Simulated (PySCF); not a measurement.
Computed shifts of a molecule CH5F2NOSi, PBE/pcSseg-1 run with PySCF, GIAO, gas phase, atoms alike by connectivity averaged where their shifts nearly agree, in ppm (number of nuclei): ¹⁵N: 21.7 (1). ¹³C: 29.8 (1). ²⁹Si: -45.8 (1). ¹⁹F: -169.2 (1), -179.2 (1). ¹H: 2.67 (2), 2.24 (1), 0.15 (2). References: ¹⁵N against NH3 (σ = 267.0 ppm); ¹³C against TMS (σ = 182.0 ppm); ²⁹Si against TMS (σ = 335.4 ppm); ¹⁷O against H2O (σ = 334.3 ppm); ¹⁹F against CFCl3 (σ = 133.6 ppm); ¹H against TMS (σ = 31.49 ppm), references at their B3LYP-D3(BJ)/def2-TZVP geometries, non-relativistic. Geometry: PBE0-D3(BJ)/def2-SVP. The values are those of a single conformer.

Task: Which structure fits?
(A) NC[Si](O)(F)F
(B) N[Si@](O)(F)CF
(C) CO[Si](N)(F)F
(D) CN[Si](O)(F)F

Result: A, NC[Si](O)(F)F
